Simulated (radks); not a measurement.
Results of a calculation; reference values are marked as such.
Si, 14 electrons, occupied as [He] 2s2 2p5.5 3s2 3p2 4s0.5 (fractional occupations, a model configuration). Level of theory: non-relativistic Kohn-Sham, PBEsol, spin-polarised, spherical densities, point nucleus; open shells are filled with parallel spins first (a radial shooting solver on a logarithmic mesh with Libxc functionals).

Local quantities along the radius. ELF = 1/(1 + alpha^2) is the electron localisation function; alpha = (tau - tau_W)/tau_unif compares the Pauli kinetic energy density with that of the uniform gas (summed over spins); -r V(r) is the screened charge that the Kohn-Sham potential of spin up presents (atomic units); r v_xc is r times the local exchange-correlation potential of spin up (hartree bohr); s = |grad rho|/(2 (3 pi^2)^(1/3) rho^(4/3)) is the reduced gradient.

| r (bohr) | ELF | alpha | -r V(r) | r v_xc | s |
|---|---|---|---|---|---|
| 0.004092 | 1.000 | 0.008214 | 13.87 | -0.06517 | 0.3890 |
| 0.005415 | 1.000 | 0.008633 | 13.82 | -0.07984 | 0.3938 |
| 0.007164 | 1.000 | 0.009223 | 13.75 | -0.09869 | 0.4001 |
| 0.009479 | 1.000 | 0.01007 | 13.66 | -0.1227 | 0.4086 |
| 0.01254 | 1.000 | 0.01131 | 13.55 | -0.1528 | 0.4201 |
| 0.01659 | 1.000 | 0.01320 | 13.40 | -0.1900 | 0.4358 |
| 0.02196 | 1.000 | 0.01622 | 13.20 | -0.2347 | 0.4572 |
| 0.02905 | 1.000 | 0.02132 | 12.94 | -0.2868 | 0.4869 |
| 0.03844 | 0.999 | 0.03067 | 12.60 | -0.3443 | 0.5284 |
| 0.05086 | 0.998 | 0.04969 | 12.18 | -0.4033 | 0.5871 |
| 0.06729 | 0.991 | 0.09373 | 11.67 | -0.4569 | 0.6701 |
| 0.08904 | 0.957 | 0.2120 | 11.05 | -0.4955 | 0.7818 |
| 0.1178 | 0.758 | 0.5647 | 10.32 | -0.5112 | 0.8977 |
| 0.1559 | 0.326 | 1.438 | 9.463 | -0.5077 | 0.8771 |
| 0.2062 | 0.206 | 1.962 | 8.507 | -0.5282 | 0.5458 |
| 0.2729 | 0.448 | 1.111 | 7.525 | -0.6561 | 0.3034 |
| 0.3611 | 0.766 | 0.5521 | 6.465 | -0.7844 | 0.3628 |
| 0.4777 | 0.861 | 0.4021 | 5.400 | -0.8555 | 0.5478 |
| 0.6321 | 0.816 | 0.4746 | 4.418 | -0.8281 | 0.8359 |
| 0.8364 | 0.410 | 1.199 | 3.536 | -0.7011 | 1.223 |
| 1.107 | 0.083 | 3.314 | 2.737 | -0.5605 | 0.9814 |
| 1.453 | 0.408 | 1.205 | 2.300 | -0.7459 | 0.3991 |
| 1.922 | 0.861 | 0.4011 | 1.831 | -0.8574 | 0.6069 |
| 2.543 | 0.828 | 0.4550 | 1.408 | -0.8562 | 1.043 |
| 3.365 | 0.483 | 1.034 | 1.014 | -0.7038 | 1.713 |
| 4.452 | 0.087 | 3.248 | 0.7077 | -0.5289 | 2.191 |
| 5.89 | 0.145 | 2.429 | 0.5662 | -0.4728 | 1.455 |
| 7.794 | 0.864 | 0.3974 | 0.5655 | -0.5289 | 1.838 |
| 10.31 | 0.996 | 0.06021 | 0.3916 | -0.3824 | 3.493 |
| 13.64 | 1.000 | 0.008696 | 0.3261 | -0.3248 | 7.451 |
| 18.05 | 1.000 | 0.001059 | 0.2031 | -0.2030 | 21.10 |

On this mesh the ELF has minima near r = 0.21, 1.1, 5.1 bohr, which separate the shells, and maxima near 0.48 (0.86), 2.2 (0.87).
